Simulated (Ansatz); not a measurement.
`C[SiH2][SiH2]O` + `[SiH3][AsH2]` → `C[SiH2][SiH2][AsH2]` + `O[SiH3]`  (redistribution)

Gas-phase electronic energies from Ansatz, PBE0-D4/def2-TZVP geometries. CCSD(T)/CBS adds triple-zeta CCSD(T) − MP2 to the extrapolated MP2 energy (def2 sets, frozen cores). DFT in def2-TZVPP. For As outer-core shells are correlated without core-valence functions, which leaves a few kJ/mol of doubt a bond. Scalar relativity is left out up to krypton. Each species was taken in one conformer, which may not be the lowest.

```json
{"species": "`C[SiH2][SiH2]O`", "ωB97M-V energy (Eh)": "-697.13589"}
{"species": "`[SiH3][AsH2]`", "ωB97M-V energy (Eh)": "-2528.20856"}
{"species": "`C[SiH2][SiH2][AsH2]`", "ωB97M-V energy (Eh)": "-2858.20674"}
{"species": "`O[SiH3]`", "ωB97M-V energy (Eh)": "-367.14241"}
```

Task: Work out ΔE.

Result: ΔE = (-2858.20674) + (-367.14241) − (-697.13589) − (-2528.20856) = -0.00470 Eh = -2.9 kcal/mol. CCSD(T)/CBS gives -3.5 kcal/mol.

Largest T1 diagnostic among the species: 0.012.

The D4 term adds −1.0 kcal/mol with B3LYP and −0.6 kcal/mol with PBE0; it sums over pairs of atoms, weighted by their polarisabilities, and B3LYP, whose exchange is more repulsive, gets the larger term. In def2-TZVPP, CCSD(T) changes the Hartree–Fock value by −0.8 kcal/mol (the triples alone add −0.2 kcal/mol) and MP2 by −1.5 kcal/mol.

B3LYP here is the variant with VWN-RPA as its local correlation; programs differ in this.
